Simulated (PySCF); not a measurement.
r2SCANh on V²⁺ (vanadium, charge +2)

Configuration: [Ar] 3d2 4p1, one real determinant (an excited configuration). Calculation: PySCF 2.14, in aug-cc-pVTZ-DK; scalar relativity by spin-free X2C-1e.

- Total energy: -947.957 hartree
- One-electron energy: -1281.188 hartree
- Hartree (Coulomb) energy: 378.123 hartree
- Exchange-correlation energy: -44.892 hartree
- ⟨S²⟩: 3.7510
- ⟨L²⟩: 13.982
- Sum of ⟨r⟩: 15.74 bohr
- Sum of ⟨r²⟩: 24.22 bohr²
- Traceless quadrupole moment −½Σ⟨3z² − r²⟩ along its main axis: -4.52 e·bohr²
- Langevin diamagnetic susceptibility: -19.2 ×10⁻⁶ cm³/mol
- Time after the integrals: roughly 7 core-seconds

| shell | electrons | mean orbital energy (eV) | spread (eV) | rms radius, mean of both spins (bohr) |
| --- | --- | --- | --- | --- |
| 1s α | 1 | -5420.5 | 0 | 0.0768 |
| 1s β | 1 | -5420.4 | 0 | 0.0768 |
| 2s α | 1 | -640.56 | 0 | 0.334 |
| 2s β | 1 | -639.47 | 0 | 0.334 |
| 2p α | 3 | -537.56 | 0.030 | 0.304 |
| 2p β | 3 | -536.64 | 0.086 | 0.304 |
| 3s α | 1 | -99.135 | 0 | 1.01 |
| 3s β | 1 | -96.571 | 0 | 1.01 |
| 3p α | 3 | -71.161 | 0.239 | 1.08 |
| 3p β | 3 | -68.379 | 0.325 | 1.08 |
| 3d α | 2 | -30.616 | 0.134 | 1.33 |
| 4p α | 1 | -16.314 | 0 | 3.30 |

⟨L²⟩ = 13.98 against 20 for a pure G term, so this real determinant mixes terms.

Densities and radii are taken from the X2C orbitals without a picture-change correction, which distorts them close to the nucleus.
